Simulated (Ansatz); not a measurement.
`[Cl][Zr]([Cl])([Cl])[Br]` and `[Cl][Zr]([Cl])([Br])[Br]` differ in one atom or group.

Ansatz, PBE0-D4/def2-TZVP geometries, multiplicity 1. 

Elements past krypton have def2 core potentials. Scalar relativity is left out up to krypton. Spin–orbit coupling is left out; it splits and shifts lone-pair levels of the heavy atoms by tenths of an eV.

```
                                                                                  property  `[Cl][Zr]([Cl])([Cl])[Br]`
                                                     HOMO energy (ωB97M-V/def2-TZVPP) / eV                      -11.39
                                                       LUMO energy (B3LYP/def2-TZVPP) / eV                       -2.87
                                            size of the dipole moment (PBE/def2-TZVPP) / D                        0.10
                                          size of the dipole moment (B3LYP/def2-TZVPP) / D                        0.08
ideal-gas entropy at 298 K and 1 bar (rigid rotor, harmonic PBE0-D4/def2-TZVP) / J/(mol·K)                         392
                                                       HOMO energy (B3LYP/def2-TZVPP) / eV                       -8.94
```

**Question.** What does the change do to each property? (Estimate.)

**Answer.** Computed: 
| property | `[Cl][Zr]([Cl])([Br])[Br]` | shift |
| --- | --- | --- |
| HOMO energy (ωB97M-V/def2-TZVPP) / eV | -11.15 | 0.24 |
| LUMO energy (B3LYP/def2-TZVPP) / eV | -2.93 | -0.06 |
| size of the dipole moment (PBE/def2-TZVPP) / D | 0.12 | 0.02 |
| size of the dipole moment (B3LYP/def2-TZVPP) / D | 0.10 | 0.02 |
| ideal-gas entropy at 298 K and 1 bar (rigid rotor, harmonic PBE0-D4/def2-TZVP) / J/(mol·K) | 406 | 14 |
| HOMO energy (B3LYP/def2-TZVPP) / eV | -8.73 | 0.21 |

With PBE0 the HOMO rises by 0.21 eV and the LUMO falls by 0.06 eV, so the gap narrows by about 0.27 eV. PBE moves the HOMO by 0.18 eV and ωB97M-V by 0.24 eV. Dipoles are sizes alone; their direction can turn.

B3LYP here is the variant with VWN-RPA as its local correlation; programs differ in this.
